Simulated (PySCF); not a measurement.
# How the method changes the constants of CI⁺

State: ¹Σ⁺ (singlet), closed shell. Set-up: C aug-cc-pVDZ, I aug-cc-pVDZ-PP with ECP28; scalar-relativistic core potentials (PySCF 2.14). De refers to C + I⁺ in their high-spin ground configurations, without counterpoise correction. A positive dipole points towards I; it is taken about the centre of mass and depends on that origin.

```tsv
Level	Re (Å)	ωe (cm⁻¹)	De (eV)	μ (D)	CPU s a point (SCF and correlation, without the integrals)
RHF	1.906	872	1.73	-0.62	0.1
RHF-MP2	1.907	903	4.61	n/a	0.16
RHF-SCS-MP2	1.910	891	4.41	n/a	n/a
RHF-CCSD	1.925	836	4.19	n/a	n/a
RHF-CCSD(T)	1.945	790	4.63	n/a	2.3
PBE	1.942	796	5.59	-0.11	1
PW91	1.941	795	5.58	-0.11	0.6
r²SCAN	1.930	820	4.97	-0.14	0.91
PBE0	1.915	848	4.89	-0.11	1.1
r²SCAN0	1.911	859	4.44	-0.15	0.86
HSE06	1.918	843	4.93	-0.11	1.4
MN15	1.910	854	4.73	-0.09	0.88
```

Question: Which functional lies closest to RHF-CCSD(T) in De, which farthest, and by how much do they differ from it?

Answer: Closest is MN15 (-3.5 pm in Re, +8.1 % in ωe, +0.10 eV in De against RHF-CCSD(T) in the same basis), farthest PBE (-0.3 pm in Re, +0.8 % in ωe, +0.96 eV in De). CCSD(T) converges more slowly with the basis than the functionals do and binds too weakly in this one, so the order can change at the basis-set limit.

Question: What does a quarter of exact exchange do here, going from PBE to PBE0?

Answer: PBE0 less PBE: -2.7 pm in Re, +6.5 % in ωe, -0.70 eV in De. Exact exchange removes part of the self-interaction that spreads semilocal densities, and in most molecules shortens and stiffens the bond and lowers De; so it does here.

Question: What does the step from GGA to meta-GGA do here, going from PBE to r²SCAN?

Answer: r²SCAN less PBE: -1.2 pm in Re, +3.0 % in ωe, -0.62 eV in De. 

Correlated steps freeze 5 core orbitals. Correlated levels converge slowly with the basis: in double zeta they bind strong bonds too weakly, by up to about 1 eV, and carry superposition errors of some tenths. These are scalar-relativistic numbers at best; spin–orbit coupling would shift them, the dissociation energy most. For an ion De counts to the pair picked by the measured ionisation energies or electron affinities, which need not be the lowest pair at this level. Where the molecule has an RHF reference, its open-shell atoms are computed with UHF. The CCSD T1 diagnostic is raised, a sign that a single reference may not be enough here.

The whole job (state search and all levels along the bond) took about 2.3 min on 1 thread of Oxide Virtual Turin-like (shared host), peak memory 0.72 GiB.
